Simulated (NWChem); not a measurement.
Molecule: CrNH3SO2; SMILES [NH2][Cr](=[O])(=[O])[SH]

```xyz
8

Cr     0.1098     0.3618    -0.0005
O      0.7255     0.7836     1.3425
O      0.9971     0.6491    -1.2195
N     -1.4519     1.1681    -0.1790
H     -1.9414     1.6086     0.5951
H     -1.8408     1.4067    -1.0877
S     -0.1164    -1.8406    -0.0287
H     -0.6082    -1.8869     1.2314
```
Atoms are numbered in this order, from 1.

Program: NWChem. Coordinates come from a PBE0/def2-SVP optimisation. No frequency run checked for a minimum.

### Question
Predict the results for PBE0/3-21G. Quantities: highest occupied level (eV); orbital gap (eV); dipole (D).

### Answer
- highest occupied level (eV): -7.43
- orbital gap (eV): 4.24
- dipole (D): 4.57
